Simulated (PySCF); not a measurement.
Gas-phase reaction: SnH3F + 3 HF ⇌ SnF4 + 6 H

Computed with PySCF (xtb for GFN2) and rigid-rotor harmonic-oscillator thermochemistry at 1 bar. † marks an energy on the PBE0/def2-TZVP geometry and frequencies; other levels use their own. Open shells (unrestricted): H (multiplicity 2); the rest are closed-shell singlets. GFN2 has no spin-polarisation term. Sn: scalar-relativistic def2 core potential, no spin-orbit coupling. SnH3F: computed as isolated molecules; such fragments, hydroxides, amides, oligomers or adducts are transient or little studied in the gas. The harmonic model lacks anharmonicity and excited electronic states, which grow with temperature; levels with a mode under 35 cm⁻¹ are left out.

```tsv
level	ΔE electronic, kJ	ΔH°(298 K), kJ	ΔS°(298 K), J/K	ΔG°(1400 K), kJ
BLYP/def2-TZVP†	1258	1165	227	784
GFN2-xTB	1513	1429	260	1001
HF/def2-TZVP†	983	890	227	509
M06-2X/def2-TZVP†	1231	1138	227	757
PBE/def2-TZVP†	1221	1128	227	747
PBE0/def2-QZVP†	1258	1165	227	784
PBE0/def2-SVP†	1243	1150	227	769
PBE0/def2-TZVP	1243	1150	227	769
r2SCAN/def2-TZVP†	1235	1142	227	761
ωB97M-V/def2-TZVP†	1272	1179	227	798
```
ΔH° is lowest at HF/def2-TZVP† and highest at GFN2-xTB. No reference value is set beside these.
